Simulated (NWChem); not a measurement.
Everything below was run with NWChem. System: H2BF, charge 0, spin multiplicity 1, at a geometry optimised with B3LYP/def2-SVP. The structure started from a generated list of species. Level: G0W0@PBE0/def2-TZVPD, RI basis def2-tzvpd-rifit.

Job file:

```
start mol
memory heap 200 mb stack 700 mb global 1700 mb
geometry units angstroms nocenter noautoz
  B      0.000000     0.000000    -0.671463
  H      1.068257     0.000000    -1.233938
  H     -1.068257     0.000000    -1.233938
  F      0.000000     0.000000     0.647243
  symmetry group C2v
end
basis spherical
  * library def2-tzvpd
end
basis "ri basis" bse spherical
  * library def2-tzvpd-rifit
end
dft
  xc pbe0
  iterations 100
  direct
  tolerances tight
end
task dft energy
gw
  states alpha occ 4 vir 2
end
task dft gw
```

NWChem printed:

```
             Northwest Computational Chemistry Package (NWChem) 7.3.0
             --------------------------------------------------------

                                NWChem Input Module
                                -------------------

 Scaling coordinates for geometry "geometry" by  1.889725989
 (inverse scale =  0.529177249)

 Turning off AUTOSYM since
 SYMMETRY directive was detected!

                             Geometry "geometry" -> ""
                             -------------------------

 Output coordinates in angstroms (scale by  1.889725989 to convert to a.u.)

  No.       Tag          Charge          X              Y              Z
 ---- ---------------- ---------- -------------- -------------- --------------
    1 B                    5.0000     0.00000000     0.00000000    -0.67146300
    2 H                    1.0000     1.06825700     0.00000000    -1.23393800
    3 H                    1.0000    -1.06825700     0.00000000    -1.23393800
    4 F                    9.0000     0.00000000     0.00000000     0.64724300

 Effective nuclear repulsion energy (a.u.)      27.0917115780

            Nuclear Dipole moment (a.u.)
            ----------------------------
        X                 Y               Z
 ---------------- ---------------- ----------------
     0.0000000000     0.0000000000    -0.0000075589

      Symmetry information
      --------------------

 Group name             C2v
 Group number             16
 Group order               4
 No. of unique centers     3

      Symmetry unique atoms

     1    2    4


 Summary of "ao basis" -> "" (spherical)
 ------------------------------------------------------------------------------
       Tag                 Description            Shells   Functions and Types
 ---------------- ------------------------------  ------  ---------------------
 *                         def2-tzvpd                 on all atoms

 new library libraries.bse/

 Summary of "ri basis" -> "" (spherical)
 ------------------------------------------------------------------------------
       Tag                 Description            Shells   Functions and Types
 ---------------- ------------------------------  ------  ---------------------
 *                      def2-tzvpd-rifit              on all atoms

                                 NWChem DFT Module
                                 -----------------

 Summary of "ao basis" -> "ao basis" (spherical)
 ------------------------------------------------------------------------------
       Tag                 Description            Shells   Functions and Types
 ---------------- ------------------------------  ------  ---------------------
 B                         def2-tzvpd               13       37   6s3p3d1f
 H                         def2-tzvpd                5        9   3s2p
 F                         def2-tzvpd               14       40   6s4p3d1f

 Summary of "ao basis" -> "ao basis" (spherical)
 ------------------------------------------------------------------------------
       Tag                 Description            Shells   Functions and Types
 ---------------- ------------------------------  ------  ---------------------
 B                         def2-tzvpd               13       37   6s3p3d1f
 H                         def2-tzvpd                5        9   3s2p
 F                         def2-tzvpd               14       40   6s4p3d1f

      Symmetry analysis of basis
      --------------------------

        a1         42
        a2         10
        b1         24
        b2         19

            General Information
            -------------------
          SCF calculation type: DFT
          Wavefunction type:  closed shell.
          No. of atoms     :     4
          No. of electrons :    16
           Alpha electrons :     8
            Beta electrons :     8
          Charge           :     0
          Spin multiplicity:     1
          Use of symmetry is: on ; symmetry adaption is: on
          Maximum number of iterations: 100
          This is a Direct SCF calculation.
          AO basis - number of functions:    95
                     number of shells:    37
          Convergence on energy requested:  1.00D-06
          Convergence on density requested:  1.00D-05
          Convergence on gradient requested:  5.00D-04

              XC Information
              --------------
                         PBE0 Method XC Functional
                     Hartree-Fock (Exact) Exchange  0.250
          PerdewBurkeErnzerhof Exchange Functional  0.750
            Perdew 1991 LDA Correlation Functional  1.000 local
           PerdewBurkeErnz. Correlation Functional  1.000 non-local

             Grid Information
             ----------------
          Grid used for XC integration:  medium
          Radial quadrature: Mura-Knowles
          Angular quadrature: Lebedev.
          Tag              B.-S. Rad. Rad. Pts. Rad. Cut. Ang. Pts.
          ---              ---------- --------- --------- ---------
          B                   0.85       49          10.0       434
          H                   0.35       45          10.0       434
          F                   0.50       49          10.0       434
          Grid pruning is: on
          Number of quadrature shells:   143
          Spatial weights used:  Erf1

          Convergence Information
          -----------------------
          Convergence aids based upon iterative change in
          total energy or number of iterations.
          Levelshifting, if invoked, occurs when the
          HOMO/LUMO gap drops below (HL_TOL):  1.00D-02
[...]
      -------------------------------------

 Sum of atomic energies:        -124.95259178

      Non-variational initial energy
      ------------------------------

 Total energy =    -125.373345
 1-e energy   =    -225.784250
 2-e energy   =      73.319193
 HOMO         =      -0.377838
 LUMO         =      -0.003789

      Symmetry analysis of molecular orbitals - initial
      -------------------------------------------------

  Numbering of irreducible representations:

     1 a1          2 a2          3 b1          4 b2

  Orbital symmetries:

     1 a1          2 a1          3 a1          4 a1          5 b1
     6 b2          7 a1          8 b1          9 b2         10 a1
    11 a1         12 b1         13 a1         14 a1         15 b2
    16 a2         17 b1         18 b2

   convergence    iter        energy       DeltaE   RMS-Dens  Diis-err    time
 ---------------- ----- ----------------- --------- --------- ---------  ------
 d= 0,ls=0.0,diis     1   -125.7955427407 -1.53D+02  5.84D-03  4.19D-01     0.4
 d= 0,ls=0.0,diis     2   -125.7742116712  2.13D-02  2.98D-03  8.34D-01     0.7
 d= 0,ls=0.0,diis     3   -125.8401154517 -6.59D-02  5.36D-04  1.28D-02     0.9
 d= 0,ls=0.0,diis     4   -125.8409282769 -8.13D-04  1.66D-04  8.97D-04     1.2
 d= 0,ls=0.0,diis     5   -125.8410334361 -1.05D-04  1.63D-05  1.12D-05     1.5
 d= 0,ls=0.0,diis     6   -125.8410346190 -1.18D-06  2.35D-06  9.22D-08     1.7
 d= 0,ls=0.0,diis     7   -125.8410346315 -1.26D-08  1.44D-07  3.41D-10     2.0

         Total DFT energy =     -125.841034631543
      One electron energy =     -227.118886656437
           Coulomb energy =       89.317721995508
    Exchange-Corr. energy =      -15.131581548659
 Nuclear repulsion energy =       27.091711578045

 Numeric. integr. density =       16.000000185455

     Total iterative time =      1.9s

                  Occupations of the irreducible representations
                  ----------------------------------------------

                     irrep           alpha         beta
                     --------     --------     --------
                     a1                5.0          5.0
                     a2                0.0          0.0
                     b1                2.0          2.0
                     b2                1.0          1.0

                       DFT Final Molecular Orbital Analysis
                       ------------------------------------

 Vector    6  Occ=2.000000D+00  E=-4.863135D-01  Symmetry=b2
              MO Center= -5.2D-16,  1.0D-14,  5.4D-01, r^2= 6.0D-01
   Bfn.  Coefficient  Atom+Function         Bfn.  Coefficient  Atom+Function
  ----- ------------  ---------------      ----- ------------  ---------------
    63      0.475815  4 F  py                66      0.394474  4 F  py
    69      0.233210  4 F  py                 8      0.124001  1 B  py
    11      0.076939  1 B  py                17      0.027162  1 B  d -1
    72      0.025836  4 F  py

 Vector    7  Occ=2.000000D+00  E=-4.657490D-01  Symmetry=a1
              MO Center=  4.8D-15, -1.4D-14, -8.6D-01, r^2= 1.6D+00
   Bfn.  Coefficient  Atom+Function         Bfn.  Coefficient  Atom+Function
  ----- ------------  ---------------      ----- ------------  ---------------
     9      0.247049  1 B  pz                64     -0.230151  4 F  pz
     4     -0.202207  1 B  s                 67     -0.183271  4 F  pz
     3     -0.180627  1 B  s                 12      0.169175  1 B  pz
    39     -0.161033  2 H  s                 48     -0.161033  3 H  s
    38     -0.113319  2 H  s                 47     -0.113319  3 H  s

 Vector    8  Occ=2.000000D+00  E=-3.428544D-01  Symmetry=b1
              MO Center= -7.8D-15, -8.1D-17, -7.2D-01, r^2= 1.9D+00
   Bfn.  Coefficient  Atom+Function         Bfn.  Coefficient  Atom+Function
  ----- ------------  ---------------      ----- ------------  ---------------
     7      0.263143  1 B  px                62     -0.262478  4 F  px
    65     -0.214869  4 F  px                39      0.211047  2 H  s
    48     -0.211047  3 H  s                 10      0.190607  1 B  px
    68     -0.155041  4 F  px                38      0.138146  2 H  s
    47     -0.138146  3 H  s                 40      0.127723  2 H  s

 Vector    9  Occ=0.000000D+00  E=-4.521782D-02  Symmetry=b2
              MO Center= -4.3D-15,  6.9D-15, -8.1D-01, r^2= 2.5D+00
   Bfn.  Coefficient  Atom+Function         Bfn.  Coefficient  Atom+Function
  ----- ------------  ---------------      ----- ------------  ---------------
    14      0.385816  1 B  py                11      0.373570  1 B  py
     8      0.366899  1 B  py                63     -0.180947  4 F  py
    69     -0.159186  4 F  py                66     -0.148156  4 F  py
    27     -0.092454  1 B  d -1              45      0.033552  2 H  py
    54      0.033552  3 H  py                22     -0.031417  1 B  d -1

 Vector   10  Occ=0.000000D+00  E= 1.757989D-02  Symmetry=a1
              MO Center= -9.8D-14, -1.0D-14, -5.4D-01, r^2= 1.3D+01
   Bfn.  Coefficient  Atom+Function         Bfn.  Coefficient  Atom+Function
  ----- ------------  ---------------      ----- ------------  ---------------
     5      3.550403  1 B  s                  6     -2.758858  1 B  s
    40     -0.788865  2 H  s                 49     -0.788865  3 H  s
    61     -0.393045  4 F  s                 12     -0.353486  1 B  pz
    60      0.294439  4 F  s                 44      0.224580  2 H  px
    53     -0.224580  3 H  px                70     -0.132587  4 F  pz

 Vector   11  Occ=0.000000D+00  E= 4.926225D-02  Symmetry=a1
              MO Center=  7.8D-14, -2.7D-15, -1.0D+00, r^2= 9.2D+00
   Bfn.  Coefficient  Atom+Function         Bfn.  Coefficient  Atom+Function
  ----- ------------  ---------------      ----- ------------  ---------------
     5      3.459664  1 B  s                 61     -2.571414  4 F  s
    15      1.617984  1 B  pz                 6     -1.244905  1 B  s
    73      1.239649  4 F  pz                 4      0.641662  1 B  s
    12      0.504825  1 B  pz                70      0.396665  4 F  pz
    28     -0.394454  1 B  d  0              60     -0.247688  4 F  s

 center of mass
 --------------
 x =   0.00000000 y =   0.00000000 z =   0.14263219

 moments of inertia (a.u.)
 ------------------
          56.455538672951           0.000000000000           0.000000000000
           0.000000000000          64.669720064932           0.000000000000
           0.000000000000           0.000000000000           8.214181391982

     Multipole analysis of the density
     ---------------------------------

     L   x y z        total         alpha         beta         nuclear
     -   - - -        -----         -----         ----         -------
     0   0 0 0     -0.000000     -8.000000     -8.000000     16.000000

     1   1 0 0     -0.000000     -0.000000     -0.000000      0.000000
     1   0 1 0     -0.000000     -0.000000     -0.000000      0.000000
     1   0 0 1     -0.293892     -0.146942     -0.146942     -0.000008

     2   2 0 0     -9.426654     -8.788529     -8.788529      8.150404
     2   1 1 0     -0.000000     -0.000000     -0.000000      0.000000
     2   1 0 1      0.000000      0.000000      0.000000      0.000000
     2   0 2 0     -8.140795     -4.070398     -4.070398      0.000000
     2   0 1 1     -0.000000     -0.000000     -0.000000      0.000000
     2   0 0 2     -9.766114    -21.077530    -21.077530     32.388947

 Task  times  cpu:        2.0s     wall:        2.0s

                                NWChem Input Module
                                -------------------

                                 NWChem GW Module
                                 ----------------

                             ***********************
                             ***        GW       ***
                             ***********************

 Summary of "ri basis" -> "ri basis" (spherical)
 ------------------------------------------------------------------------------
       Tag                 Description            Shells   Functions and Types
 ---------------- ------------------------------  ------  ---------------------
 B                      def2-tzvpd-rifit            26       92   9s7p5d4f1g
 H                      def2-tzvpd-rifit            10       24   5s3p2d
 F                      def2-tzvpd-rifit            26       92   9s7p5d4f1g

                 Memory Information
                 ------------------
          Available GA per process is          1699.9 MBs
          Available stack per process is        700.0 MBs
          Available heap per process is           0.0 MBs

          Peak memory in Initialization
              Peak GA per process is                  2.2 MBs
              Peak stack per process is               0.1 MBs
              Peak heap per process is                2.3 MBs
              Memory not in MA per process            0.0 MBs

          Peak memory in AFF Calculation
              Peak GA per process is                  6.6 MBs
              Peak stack per process is               3.7 MBs
              Peak heap per process is                0.0 MBs
              Memory not in MA per process            3.7 MBs

          Computing 2-center integrals
          Computing Inverse Cholesky factor
          Computing 3-center integrals
          Computing V_xc ...

          Computing Sigma_x
          Computing RPA polarizability
          Solving quasiparticle equations

                  Alpha Orbitals
          State     Energy (eV)     Error (eV)
          -----------------------------------
@GW         5        -16.600           0.002
@GW         6        -16.062           0.002
@GW         7        -15.841           0.002
@GW         8        -12.441           0.002
@GW         9          1.183           0.005
@GW        10          1.332           0.002

   Applying  -3.1118 eV scissor-shift to rest of particle states

   Applying   2.4135 eV scissor-shift to rest of hole states

     GW Timing Statistics
   ------------------------
   Init.   :          0.0s
     ERIs  :          0.2s
     Distr.:          0.0s
     Vxc   :          0.3s
   Sigma_x :          0.0s
   RPA     :          0.0s
   Wmn     :          0.0s
   Sigma_c :          0.0s
   GW total:          0.6s

 Task  times  cpu:        0.6s     wall:        0.6s

 Total times  cpu:        2.6s     wall:        2.6s
```
